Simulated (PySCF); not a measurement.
**Stretching RbS**

Set-up: Rb def2-SVPD with ECP28, S def2-SVPD; scalar-relativistic core potentials (PySCF 2.14). Energies in eV from Rb + S in their ground configurations at the same level. State: ²Π (doublet), unpaired electrons π ↑.

All columns are PBE. A positive dipole means Rb(−)S(+).

```
R (Å)  E (eV)   μ (D)  Mulliken charge on Rb (basis-dependent)  HOMO (eV)  LUMO (eV)  Mayer bond order  ⟨S²⟩
2.595  -2.141   -8.60                                     0.84      -3.85      -3.65              0.34  0.75
2.716  -2.431   -9.15                                     0.85      -3.77      -3.51              0.32  0.75
2.837  -2.587   -9.68                                     0.85      -3.64      -3.38              0.32  0.75
2.928  -2.642  -10.06                                     0.85      -3.56      -3.29              0.32  0.75
3.018  -2.659  -10.43                                     0.85      -3.49      -3.22              0.32  0.75
3.108  -2.646  -10.78                                     0.84      -3.42      -3.15              0.33  0.75
3.229  -2.598  -11.25                                     0.83      -3.33      -3.06              0.34  0.76
3.380  -2.505  -11.80                                     0.82      -3.24      -2.97              0.35  0.76
3.561  -2.367  -12.42                                     0.80      -3.15      -2.87              0.37  0.76
3.803  -2.164  -13.16                                     0.78      -3.06      -2.78              0.40  0.77
```

A fit through these points gives, at Re = 3.020 Å, μ = -10.43 D and dμ/dR = -4.02 D/Å; the reduced mass is 23.23 u.

Problem. How strong is the fundamental in the double-harmonic approximation, I = 42.26·(dμ/dR)²/μred km/mol?

Solution. I = 42.26·(-4.02)²/23.23 = 29.4 km/mol at PBE.

Spin–orbit coupling is left out. The state was picked by a PBE0 search and need not be the measured ground state.
